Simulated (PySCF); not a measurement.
FH5N2OSiW, SMILES [NH]=[W](=[NH])([F])[O][SiH3], multiplicity 1.

The structure is a stationary point at PBE0-D3(BJ)/def2-SVP. The multiplicity is an assumed one; other spin states were not compared. The def2 effective core potentials stand for the cores of W; spin–orbit coupling is left out. Other conformers were not sampled.

All values below come from TDA-LC-ωPBE/def2-SVPD (PySCF 2.14.0).

Vertical excitations. Gas-phase values at a fixed geometry. State labels are in the subgroup Cs.

Computed lowest excited states:
```json
[
 {"state": "S1", "symmetry": "A\"", "energy (eV)": "5.24", "λ (nm)": "237", "f": "0.017", "main pairs": "HOMO→LUMO 79 %, HOMO−1→LUMO+2 12 %"},
 {"state": "S2", "symmetry": "A'", "energy (eV)": "5.27", "λ (nm)": "235", "f": "0.000", "main pairs": "HOMO→LUMO+2 81 %"},
 {"state": "S3", "symmetry": "A'", "energy (eV)": "5.57", "λ (nm)": "222", "f": "0.017", "main pairs": "HOMO−1→LUMO 81 %, HOMO→LUMO+2 12 %"},
 {"state": "S4", "symmetry": "A\"", "energy (eV)": "5.80", "λ (nm)": "214", "f": "0.000", "main pairs": "HOMO−2→LUMO 82 %"},
 {"state": "S5", "symmetry": "A\"", "energy (eV)": "6.01", "λ (nm)": "206", "f": "0.001", "main pairs": "HOMO→LUMO+4 43 %, HOMO→LUMO+1 15 %, HOMO−1→LUMO+2 13 %, HOMO→LUMO+9 7 %"},
 {"state": "S6", "symmetry": "A\"", "energy (eV)": "6.15", "λ (nm)": "202", "f": "0.000", "main pairs": "HOMO→LUMO+3 28 %, HOMO→LUMO+1 14 %, HOMO→LUMO+7 11 %, HOMO−1→LUMO+2 11 %"},
 {"state": "S7", "symmetry": "A'", "energy (eV)": "6.39", "λ (nm)": "194", "f": "0.000", "main pairs": "HOMO−3→LUMO 30 %, HOMO−2→LUMO+2 28 %, HOMO−4→LUMO 21 %"},
 {"state": "S8", "symmetry": "A'", "energy (eV)": "6.80", "λ (nm)": "182", "f": "0.020", "main pairs": "HOMO−1→LUMO+4 50 %, HOMO−1→LUMO+1 33 %"},
 {"state": "S9", "symmetry": "A\"", "energy (eV)": "6.88", "λ (nm)": "180", "f": "0.015", "main pairs": "HOMO−2→LUMO+4 33 %, HOMO−2→LUMO+1 24 %, HOMO−1→LUMO+2 13 %, HOMO−5→LUMO+4 5 %"},
 {"state": "S10", "symmetry": "A'", "energy (eV)": "6.99", "λ (nm)": "177", "f": "0.017", "main pairs": "HOMO−2→LUMO+2 28 %, HOMO→LUMO+8 18 %, HOMO−1→LUMO+3 14 %, HOMO−3→LUMO 9 %"},
 {"state": "T1", "symmetry": "A\"", "energy (eV)": "4.42", "λ (nm)": "280", "f": "0", "main pairs": "HOMO→LUMO 79 %"},
 {"state": "T2", "symmetry": "A'", "energy (eV)": "4.82", "λ (nm)": "257", "f": "0", "main pairs": "HOMO→LUMO+2 76 %, HOMO−1→LUMO 13 %"},
 {"state": "T3", "symmetry": "A'", "energy (eV)": "5.03", "λ (nm)": "247", "f": "0", "main pairs": "HOMO−2→LUMO+2 49 %, HOMO−5→LUMO+2 10 %, HOMO−1→LUMO+3 9 %"},
 {"state": "T4", "symmetry": "A\"", "energy (eV)": "5.06", "λ (nm)": "245", "f": "0", "main pairs": "HOMO−1→LUMO+2 75 %"}
]
```
Triplets are in the Tamm–Dancoff approximation.
